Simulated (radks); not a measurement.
Results of a calculation; reference values are marked as such.
Ionisation ladder of caesium, from Cs21+ to Cs27+. Each ion is in the ground configuration listed by NIST, and IE = E(next ion) - E(this ion). Level of theory: scalar-relativistic Kohn-Sham, r2SCAN, spin-polarised, spherical densities, finite nucleus; open shells are filled with parallel spins first (spin-orbit coupling, left out, can overturn this in heavy ions); meta-GGA in the generalised Kohn-Sham scheme; Fermi nuclear charge, rms radius 4.8041 fm (a radial shooting solver on a logarithmic mesh with Libxc functionals).

| species | configuration | E (hartree) | IE, Delta-SCF (eV) | -e(HOMO) (eV) | HOMO | IE, NIST (eV) | kind | error (eV) |
|---|---|---|---|---|---|---|---|---|
| Cs21+ | [Ar] 3d10 4s2 4p4 | -7597.1427 | 667.89 | 652.69 | 4p down | 666 | theory | +1.9 |
| Cs22+ | [Ar] 3d10 4s2 4p3 | -7572.5982 | 712.78 | 696.23 | 4p up | 700 | theory | +12.8 |
| Cs23+ | [Ar] 3d10 4s2 4p2 | -7546.4039 | 746.16 | 729.79 | 4p up | 753 | theory | -6.8 |
| Cs24+ | [Ar] 3d10 4s2 4p1 | -7518.9831 | 778.73 | 762.87 | 4p up | 791 | theory | -12.3 |
| Cs25+ | [Ar] 3d10 4s2 | -7490.3651 | 878.56 | 864.46 | 4s | 875 | theory | +3.6 |
| Cs26+ | [Ar] 3d10 4s1 | -7458.0787 | 917.63 | 903.41 | 4s up | 916.1 | semi-emp. | +1.5 |
| Cs27+ | [Ar] 3d10 | -7424.3565 | 1601.9 | 1562.4 | 3d | 1592 | theory | +9.9 |

Reference values: NIST Atomic Spectra Database (exp. = measured, semi-emp. = semi-empirical, theory = theoretical value adopted there). The ionisation energy per charge of the ion left behind rises most, in proportion, at Cs27+ ([Ar] 3d10), from 33.986 to 57.211 eV. Open shells are spherical and high-spin; term and fine-structure splittings are not resolved. Spin-orbit splitting is averaged out at the scalar-relativistic level.
